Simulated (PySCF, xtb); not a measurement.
Si(H)(SH)3 (H4S3Si), SMILES S[SiH](S)S.

Geometry optimised at PBE0-D3(BJ)/def2-SVP. One conformer was computed; it need not be the lowest.

These are C-PCM-PBE0/def2-SVP (PySCF) values and carry that method's errors.

The values are the electrostatic part of the solvation free energy, E(continuum) − E(gas) at the gas-phase geometry, in a cavity of scaled van der Waals radii (PySCF's table); cavitation and dispersion terms are not included. In vacuum the orbital gap is 7.62 eV. The dipole moment in vacuum is 1.23 D.

Computed values in water (ε = 78.36), dimethylsulfoxide (ε = 46.83), acetonitrile (ε = 35.69):
```csv
solvent,ε,ΔG(elec) (kcal/mol),dipole (D),gap (eV)
water,78.36,-5.2,1.74,7.75
dimethylsulfoxide,46.83,-5.2,1.73,7.75
acetonitrile,35.69,-5.2,1.73,7.75
```

For comparison, GFN2-xTB/ALPB(water) (xtb, at the GFN2-xTB geometry, all terms of that model) gives -1.1 kcal/mol.
